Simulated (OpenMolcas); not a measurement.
neutral potassium: effect of the active space

```
Program             : OpenMolcas
Method              : SS-CASPT2, IPEA 0.25 Eh, imaginary shift 0.1 Eh
Basis               : ANO-RCC-VQZP
Scalar Hamiltonian  : DKH2, point nucleus
Spin-orbit coupling : RASSI with atomic mean-field integrals over the reference wave functions, term energies averaged over their components
```

A. 1 electron in 4 orbitals (4s 4p); 2S+1 = 2 even, 1 root; 2S+1 = 2 odd, 3 roots; closed shells correlated: 3s 3p; CASPT2 step of the order of 1.2 core-seconds
B. 1 electron in 9 orbitals (3d 4s 4p); 2S+1 = 2 even, 1 root; 2S+1 = 2 odd, 3 roots; closed shells correlated: 3s 3p; CASPT2 step of the order of 2.1 core-seconds

Energies in eV above 4s 2S 1/2, the measured ground level; measured values from NIST Handbook of Basic Atomic Spectroscopic Data.

| Level | A | B | Measured |
| --- | --- | --- | --- |
| 4s 2S 1/2 | 0.0000 | 0.0000 | 0.0000 |
| 4p 2P* 1/2 | 1.622 | 1.621 | 1.6100 |
| 4p 2P* 3/2 | 1.626 | 1.625 | 1.6171 |

Deviations, from unrounded energies. A percentage is the sum of absolute deviations over the sum of measured energies, with the sign that they share, or ± where signs differ.

| Against measurement | Levels | A | B |
| --- | --- | --- | --- |
| mean absolute deviation (cm-1) | 2 | 85 | 77 |
| other configurations (%) | 2 | +0.7 | +0.6 |

A, B lie about equally close to measurement. The largest miss of B in the table is 4p 2P* 1/2, by +88 cm-1. The ranking rests on the paired levels alone, and a cruder setting can come out closer through cancelling errors.

Between A and B the level of the table that moves most is 4p 2P* 3/2, by 7.9 cm-1 (lowest in B, highest in A).

ANO sets are built for ground and valence states and can reach diffuse excited orbitals poorly. With one active electron, CASPT2 adds the correlation within the correlated inactive shells and between them and that electron, and leaves the splitting within a term as the reference gives it. No level of 3d was computed, though it lies in the active space (holds for B). Measured partners are found by configuration, term and J. A level has none where our copy of the source lacks it or the pairing is in doubt (some pairs that miss far off the trend of their configuration count as doubtful), and it then counts in no deviation. Only configurations of the active space appear.

* marks odd parity.
